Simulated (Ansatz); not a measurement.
**Question.** Predict a relaxed structure of [Cu(NH2)2]- (CuN₂H₄⁻), charge -1, singlet, at r2SCAN-D4/def2-TZVPD (Ansatz).

**Answer.** 
```xyz
7

Cu    0.0677    0.0780   -0.0682
N     1.6364   -0.8691    0.2468
H     1.4375   -1.7887    0.6458
H     2.2114   -0.4101    0.9567
N    -1.4053    1.1354   -0.4798
H    -2.1997    0.9106    0.1225
H    -1.7480    0.9438   -1.4238
```
Point group C2 (tolerance 0.1 Å). The metal has 2 neighbours: N 1.86 Å, N 1.86 Å. This is one stationary point.

The highest occupied level of the charge -1 singlet lies above zero (up to 0.70 eV). By energy differences its removal costs 2.20 eV (vertical, to the charge 0 doublet, at r2SCAN-D4/def2-TZVPD), and other spins of that charge weren't run; a positive level beside a positive removal energy at the same level points to self-interaction error. The relaxation made no stability test and no search for a lower SCF solution.
